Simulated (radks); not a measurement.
Q: Coherent X-ray form factor from a spherical all-electron density. All-electron calculation, Dirac Kohn-Sham, PBEsol, spin-unpolarised, spherical densities, point nucleus. Program: a radial shooting solver on a logarithmic mesh with Libxc functionals.

| sin(theta)/lambda (1/angstrom) | f0 (electrons) |
|---|---|
| 0.05 | 46.314 |
| 0.1 | 44.452 |
| 0.15 | 41.856 |
| 0.2 | 38.954 |
| 0.25 | 36.035 |
| 0.3 | 33.267 |
| 0.4 | 28.483 |
| 0.5 | 24.806 |
| 0.6 | 22.081 |
| 0.8 | 18.396 |
| 1 | 15.675 |
| 1.25 | 12.661 |
| 1.5 | 10.101 |
| 2 | 6.883 |

The species is in the configuration that NIST lists as its ground one. Which atom or ion scatters so?

A: The cadmium ion Cd+, [Kr] 4d10 5s1. Extrapolating in s^2 from the first two rows gives f0(0) = 46.9, near the electron count 47; among species with that count, the fall with angle is slower the higher Z, and the table is that of Z = 48; from so few rows the species is fixed only to a neighbour or two.
